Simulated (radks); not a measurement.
Task: Species: Xe. Configuration: [Xe]. Calculated with a radial shooting solver on a logarithmic mesh with Libxc functionals: scalar-relativistic Kohn-Sham, PBE, spin-unpolarised, spherical densities, point nucleus; hard spherical wall at 6 bohr. Some entries of the table are withheld. Estimate them.

orbital,occ.,eigenvalue (Ry),<r^2> (bohr^2)
1s,2,-2526.351,0.0009637
2s,2,-393.1340,0.01549
2p,6,-352.7377,0.01228
3s,2,-80.37326,0.1073
3p,6,-67.32843,0.1074
3d,10,-47.99031,(1)
4s,2,-14.46536,0.5800
4p,6,-10.33562,(2)
4d,10,-4.31774,0.8985
5s,2,-1.41332,3.931
5p,6,-0.56739,5.855
6s,0,0.32799,14.64
5d,0,0.34418,11.38
4f,0,0.85102,(3)

Result: 
(1) 3d <r^2> (bohr^2): 0.09328
(2) 4p <r^2> (bohr^2): 0.6662
(3) 4f <r^2> (bohr^2): 12.13
